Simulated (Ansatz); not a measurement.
`N#CCCCCC#N` + H₂O → `N#CCCO` + `CCC#N`  (formal hydrolysis of a C–C bond)

Computed with Ansatz on PBE0-D4/def2-TZVP structures; ΔE is electronic, products minus reactants. CBS: MP2 limit from def2 TZ/QZ plus the TZ coupled-cluster correction, frozen cores. This one scheme is used for every species. Functionals use def2-TZVPP. One conformer a species, not always the lowest.

```
        level  ΔE (kJ/mol)
       B97M-V         43.8
         PBE0         41.3
    CAM-B3LYP         35.5
HF/def2-QZVPP         30.4
```

**Question.** What does CCSD(T)/CBS give? (An estimate is asked.)

**Answer.** Ansatz gave: +56.2 kJ/mol. The listed levels differ from it by -12.4, -14.9, -20.7, -25.8 kJ/mol.

**Question.** What do rigid-rotor, harmonic-oscillator terms from PBE0-D4/def2-TZVP frequencies (298.15 K, 1 bar) make of the CCSD(T)/CBS value? (Best estimate.)

**Answer.** The calculation gave: ΔZPE = +3.8 kJ/mol, ΔH = +57.1 kJ/mol, ΔS = 21 J/(mol·K), ΔG = +51.0 kJ/mol. Modes under 50 cm⁻¹ make the entropy rough.

Largest T1 diagnostic among the species: 0.012.

Leaving LDA and LC-ωPBE aside and taking each functional with its dispersion term where it has one, the values, not all of them listed here, spread over 10.7 kJ/mol, from BLYP-D4 to PBE-QIDH. LDA lies +10.5 kJ/mol from PBE without D4. From PBE to PBE0 (25 % exact exchange), in def2-TZVPP and without D4, ΔE moves by +4.1 kJ/mol. The D4 term adds +10.3 kJ/mol with B3LYP and +6.2 kJ/mol with PBE0; it sums over pairs of atoms, weighted by their polarisabilities, and B3LYP, whose exchange is more repulsive, gets the larger term.

B3LYP here is the variant with VWN-RPA as its local correlation; programs differ in this.
